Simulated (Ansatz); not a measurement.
`CC1=C(F)[SiH2]1` → `FC1C=C1[SiH3]`  (isomerisation)

Isolated molecules relaxed with PBE0-D4/def2-TZVP in Ansatz; ΔE leaves out vibrations. CBS: MP2 limit from def2 TZ/QZ plus the TZ coupled-cluster correction, frozen cores. DFT in def2-TZVPP.

`CC1=C(F)[SiH2]1`:

```xyz
10

C     1.165    0.657    0.860
C     0.033    0.055    0.122
C    -1.247   -0.248    0.282
F    -2.118   -0.120    1.274
Si   -0.721   -0.722   -1.363
H     2.002   -0.042    0.916
H     1.529    1.547    0.340
H     0.881    0.941    1.875
H    -1.075    0.066   -2.571
H    -0.449   -2.134   -1.736
```

`FC1C=C1[SiH3]`:

Cartesian coordinates in Å:
```
F -1.589 1.386 -1.248
C -0.397 1.392 -0.543
C -0.436 1.170 0.884
C -0.007 0.157 0.173
Si 0.584 -1.582 0.021
H 0.306 2.043 -1.057
H -0.692 1.556 1.858
H -0.380 -2.344 -0.809
H 0.698 -2.200 1.366
H 1.912 -1.578 -0.644
```

CCSD(T)/CBS gives +34.9 kJ/mol.

Another level gave +22.5 kJ/mol. Which?
A. ωB97M-V/def2-TZVPP
B. SCS-MP2/def2-TZVPP
C. HF/def2-TZVPP
D. PBE0/def2-TZVPP

C. HF/def2-TZVPP 22.5, ωB97M-V 36.9, PBE0 42.0, SCS-MP2/def2-TZVPP 31.4 kJ/mol.

Largest T1 diagnostic among the species: 0.013.

In def2-TZVPP, CCSD(T) changes the Hartree–Fock value by +13.4 kJ/mol (the triples alone add +2.5 kJ/mol) and MP2 by +12.5 kJ/mol.
